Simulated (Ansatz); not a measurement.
Species: SiH3S2, charge 0, doublet. SiH3S2 (SMILES [S][SiH2]S, doublet).
B3LYP-D3(BJ)/def2-TZVP minimum from Ansatz (a quantum-chemistry and plane-wave program):
```xyz
6

Si    -0.9046    -0.0771     0.0559
S      0.2590     1.6345     0.4282
S      0.6730    -1.4364    -0.5283
H     -1.6516    -0.5688     1.2323
H     -1.7974    -0.0004    -1.1183
H      1.2009    -1.5207     0.7056
```
Charge 0, spin multiplicity 2.

Atomisation energy term by term, kcal/mol (programs: Ansatz). Radicals and triplets start from unrestricted determinants; spin-orbit coupling is neglected. Correlated methods leave the cores frozen. Rows without X2C or -DK are non-relativistic. CBS(X,Y): correlation extrapolated as X^-3, Hartree-Fock from the larger set. A bracket is a step between two methods taken in the basis named. 'core' is core correlation in cc-pwCVTZ (1s frozen past Ne), 'X2C' scalar relativity in cc-pVTZ-DK, both at CCSD(T). For partners of very few electrons the exact lower level stands in for a higher one.

```tsv
term	basis	kcal/mol
Hartree-Fock	cc-pV(Q+d)Z	286.41
CCSD correlation	CBS(cc-pV(T+d)Z,cc-pV(Q+d)Z)	104.26
(T)	CBS(cc-pV(T+d)Z,cc-pV(Q+d)Z)	7.58
CCSDT(Q) - CCSD(T)	cc-pV(D+d)Z	0.66
core correlation	cc-pwCVTZ	0.40
scalar relativity	X2C, cc-pVTZ-DK	-1.19
sum: De		398.1
```
